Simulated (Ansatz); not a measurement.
Ansatz (a quantum-chemistry and plane-wave program) input (HF/3-21G): The .json file is the Basis Set Exchange's 3-21G.

Ansatz 0.2 input:
```yaml
crystal:
  periodic: [false, false, false]
  atoms:
    - {symbol: Si, position_ang: [-0.00084700, -0.02387800, -0.79962300]}
    - {symbol: C, position_ang: [0.63117400, 0.02625400, 0.93227300]}
    - {symbol: C, position_ang: [-0.62919700, 0.02946000, 0.93351300]}
basis:
  gaussian:
    orbitals: 3-21G.json
hamiltonian:
  xc: {name: HF}
relax: {f_tol: 0.003, max_steps: 120}
```

Output:

```
Functional definition: HF
integrals: 0.00 GiB planned
444 factors; integrals over basis functions are off by at most 1.6e-4 eV
mean field: 0.05 GiB planned
mean field evaluation 1: about -9863.1297 eV, gradient 2.1e1 eV
mean field evaluation 2: about -9863.1350 eV, gradient 2.1e1 eV
mean field evaluation 4: about -9864.6524 eV, gradient 1.6e0 eV
mean field evaluation 8: about -9864.6651 eV, gradient 3.8e-4 eV
mean field -9864.66506951 eV, -362.5197547943 hartree, gradient 1.2e-5 eV, S^2 0.000000; 0 other end points of the search recorded, 0 dependent functions left out
the calculation of the forces begins
reference -9864.66506951 eV, -362.5197547943 hartree; 13, 13 occupied and 18, 18 virtual orbitals, 444 factors
relax step   1: F+E_penalty+E_count = -9864.66506951 eV  Δ(F+E_penalty+E_count) = +0.000e0 eV  max|allowed force component| = 2.562e0 eV/Å  Δτ_max = 0.0000 Å  (31 SCF iters, accepted)
these checks for a lower state are left out or cut short: starts, cluster_reference, orbital_swaps, neighbouring_geometries, increment
integrals: 0.00 GiB planned
444 factors; integrals over basis functions are off by at most 1.6e-4 eV
mean field: 0.05 GiB planned
mean field evaluation 16: about -9864.7359 eV, gradient 1.4e-5 eV
mean field -9864.73589572 eV, -362.5223576095 hartree, gradient 7.1e-5 eV, S^2 0.000000; 0 other end points of the search recorded, 0 dependent functions left out
the calculation of the forces begins
reference -9864.73589572 eV, -362.5223576095 hartree; 13, 13 occupied and 18, 18 virtual orbitals, 444 factors
relax step   2: F+E_penalty+E_count = -9864.73589572 eV  Δ(F+E_penalty+E_count) = -7.083e-2 eV  max|allowed force component| = 1.155e0 eV/Å  Δτ_max = 0.0257 Å  (25 SCF iters, accepted)
these checks for a lower state are left out or cut short: starts, cluster_reference, orbital_swaps, neighbouring_geometries, increment
integrals: 0.00 GiB planned
444 factors; integrals over basis functions are off by at most 1.7e-4 eV
mean field: 0.05 GiB planned
mean field -9864.75835647 eV, -362.5231830269 hartree, gradient 7.5e-5 eV, S^2 0.000000; 0 other end points of the search recorded, 0 dependent functions left out
the calculation of the forces begins
reference -9864.75835647 eV, -362.5231830269 hartree; 13, 13 occupied and 18, 18 virtual orbitals, 444 factors
relax step   3: F+E_penalty+E_count = -9864.75835647 eV  Δ(F+E_penalty+E_count) = -2.246e-2 eV  max|allowed force component| = 8.978e-2 eV/Å  Δτ_max = 0.0229 Å  (25 SCF iters, accepted)
these checks for a lower state are left out or cut short: starts, cluster_reference, orbital_swaps, neighbouring_geometries, increment
integrals: 0.00 GiB planned
444 factors; integrals over basis functions are off by at most 1.7e-4 eV
mean field: 0.05 GiB planned
mean field -9864.75853556 eV, -362.5231896082 hartree, gradient 8.2e-5 eV, S^2 0.000000; 0 other end points of the search recorded, 0 dependent functions left out
the calculation of the forces begins
reference -9864.75853556 eV, -362.5231896082 hartree; 13, 13 occupied and 18, 18 virtual orbitals, 444 factors
relax step   4: F+E_penalty+E_count = -9864.75853556 eV  Δ(F+E_penalty+E_count) = -1.791e-4 eV  max|allowed force component| = 6.663e-3 eV/Å  Δτ_max = 0.0019 Å  (27 SCF iters, accepted)
these checks for a lower state are left out or cut short: starts, cluster_reference, orbital_swaps, neighbouring_geometries, increment
integrals: 0.00 GiB planned
444 factors; integrals over basis functions are off by at most 1.7e-4 eV
mean field: 0.05 GiB planned
mean field evaluation 32: about -9864.7585 eV, gradient 1.4e-2 eV
mean field -9864.75853552 eV, -362.5231896067 hartree, gradient 1.5e-5 eV, S^2 0.000000; 0 other end points of the search recorded, 0 dependent functions left out
the calculation of the forces begins
reference -9864.75853552 eV, -362.5231896067 hartree; 13, 13 occupied and 18, 18 virtual orbitals, 444 factors
relax step   5: F+E_penalty+E_count = -9864.75853552 eV  Δ(F+E_penalty+E_count) = +3.968e-8 eV  max|allowed force component| = 7.802e-3 eV/Å  Δτ_max = 0.0001 Å  (19 SCF iters, rejected (line search))
these checks for a lower state are left out or cut short: starts, cluster_reference, orbital_swaps, neighbouring_geometries, increment
integrals: 0.00 GiB planned
444 factors; integrals over basis functions are off by at most 1.7e-4 eV
mean field: 0.05 GiB planned
mean field -9864.75853590 eV, -362.5231896209 hartree, gradient 1.8e-5 eV, S^2 0.000000; 0 other end points of the search recorded, 0 dependent functions left out
the calculation of the forces begins
reference -9864.75853590 eV, -362.5231896209 hartree; 13, 13 occupied and 18, 18 virtual orbitals, 444 factors
relax step   6: F+E_penalty+E_count = -9864.75853590 eV  Δ(F+E_penalty+E_count) = -3.464e-7 eV  max|allowed force component| = 6.845e-6 eV/Å  Δτ_max = 0.0000 Å  (18 SCF iters, accepted)
integrals: 0.00 GiB planned
444 factors; integrals over basis functions are off by at most 1.7e-4 eV
mean field: 0.05 GiB planned
mean field -9864.75853590 eV, -362.5231896209 hartree, gradient 1.8e-5 eV, S^2 0.000000; 1 other end points of the search recorded, 0 dependent functions left out
the calculation of the forces begins
reference -9864.75853590 eV, -362.5231896209 hartree; 13, 13 occupied and 18, 18 virtual orbitals, 444 factors
Total energy: -9864.75853590 eV, -362.5231896209 hartree
Atom 0 at    -0.000901    -0.025388    -0.850204 Å, force     0.000000     0.000000     0.000000 eV/Å
Atom 1 at     0.634380     0.027001     0.957560 Å, force    -0.000007     0.000000    -0.000000 eV/Å
Atom 2 at    -0.632349     0.030223     0.958806 Å, force     0.000007    -0.000000    -0.000000 eV/Å
Dipole moment:    -0.000686    -0.019321    -0.647020 e Å
```

The geometry given is a B3LYP-D3(BJ)/def2-TZVP minimum.
